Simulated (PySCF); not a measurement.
An unknown is described by computed data only.

Formula: C4H4NPSSi.

- UV, strongest line: among the 8 lowest singlet transitions: S7 at 5.72 eV (217 nm, f = 0.304) [TDDFT B3LYP/def2-SVPD]
- Rotational structure: rotational constants A, B, C: 2.919, 0.766, 0.611 GHz [GFN2-xTB]
- 1H NMR: chemical shifts (computed TMS as zero) by class: 8.99 (1 H), 4.88 (3 H) ppm [GIAO PBE0/pcSseg-1]
- Polarisability: 121.7 au [B3LYP/def2-SVPD]
- UV, first state: lowest singlet excitation: 4.60 eV (270 nm, f = 0.027) [TDDFT B3LYP/def2-SVPD]
- 13C NMR: chemical shifts (computed TMS as zero) by class: 181.5 (1 C), 165.3 (1 C), 139.5 (1 C), 119.7 (1 C) ppm [GIAO PBE0/pcSseg-1]

Electronic properties: PySCF, gas phase, density fitting. Levels stand in brackets. Geometry: GFN2-xTB; no solvent, vibrations or thermal averaging. Each NMR value is the plain mean over a class of atoms that symmetry, rotation or inversion makes alike.

Question: Give a SMILES that accounts for the data.

Answer: Numbering: `[N:1]#[C:2][c:3]1[cH:4][s:5][c:6]([SiH3:7])[p:8]1`. 4 carbons fall into 4 classes; from least to most shielded: substituted aromatic carbon [C6] (181.5 ppm), aromatic CH next to a ring sulfur [C4] (165.3 ppm), substituted aromatic carbon [C3] (139.5 ppm), nitrile carbon [C2] (119.7 ppm). Hydrogen classes from least to most shielded: 1 H on an aromatic CH next to a ring sulfur, C4 (8.99 ppm), 3 H on an SiH3 silicon, Si7 (4.88 ppm). The optimised geometry has point group Cs and is an asymmetric top. Structure: `N#CC1=CSC([SiH3])=P1`. The assignments are read from this structure; whether some other isomer fits the data as well wasn't checked.
